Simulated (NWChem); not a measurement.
System meant: SiHOI, singlet; SMILES O[Si]I

Here is an NWChem input.

```
start job
memory heap 200 mb stack 900 mb global 1100 mb
geometry units angstroms noautoz
  Si     0.602792     1.571528     0.000000
  I      0.036656    -0.857486     0.000000
  O     -0.935115     2.208156     0.000000
  H     -0.970902     3.173505     0.000000
end
basis spherical
  Si library def2-svp
  I library def2-svp
  O library def2-svp
  H library def2-svp
end
ecp
  I library def2-ecp
end
dft
  odft
  mult 2
  xc b3lyp
  iterations 150
  mulliken
end
task dft energy
```

End of the output:

```
 Summary of "ao basis" -> "" (spherical)
 ------------------------------------------------------------------------------
       Tag                 Description            Shells   Functions and Types
 ---------------- ------------------------------  ------  ---------------------
 Si                         def2-svp                 8       18   4s3p1d
 I                          def2-svp                10       26   4s4p2d
 O                          def2-svp                 6       14   3s2p1d
 H                          def2-svp                 3        5   2s1p

                                 NWChem DFT Module
                                 -----------------

 Summary of "ao basis" -> "ao basis" (spherical)
 ------------------------------------------------------------------------------
       Tag                 Description            Shells   Functions and Types
 ---------------- ------------------------------  ------  ---------------------
 Si                         def2-svp                 8       18   4s3p1d
 I                          def2-svp                10       26   4s4p2d
 O                          def2-svp                 6       14   3s2p1d
 H                          def2-svp                 3        5   2s1p

      Symmetry analysis of basis
      --------------------------

        a'         45
        a"         18

  number of electrons :                   48
  multiplicity        :                    2
 ------------------------------------------------------------------------
  no. of electrons and multiplicity not compatible                  48
 ------------------------------------------------------------------------
 ------------------------------------------------------------------------
  current input line :
    25: task dft energy
 ------------------------------------------------------------------------
 ------------------------------------------------------------------------
 There is an error in the input file
 ------------------------------------------------------------------------
 For more information see the NWChem manual at https://nwchemgit.github.io

0: no. of electrons and multiplicity not compatible:Received an Error in Communication
```

### Question
Can this run be used? If not, why, and what is the fix?

### Answer
The program refused the input. Cause: the multiplicity doesn't fit the number of electrons (an even count wants an odd multiplicity, and the reverse). This input runs:
```
start job
memory heap 200 mb stack 900 mb global 1100 mb
geometry units angstroms noautoz
  Si     0.602792     1.571528     0.000000
  I      0.036656    -0.857486     0.000000
  O     -0.935115     2.208156     0.000000
  H     -0.970902     3.173505     0.000000
end
basis spherical
  * library def2-svp
end
ecp
  I library def2-ecp
end
dft
  xc b3lyp
  iterations 150
  mulliken
end
task dft energy
```
It converges to -663.02877 Ha (B3LYP/def2-SVP with def2 effective core potentials on I).
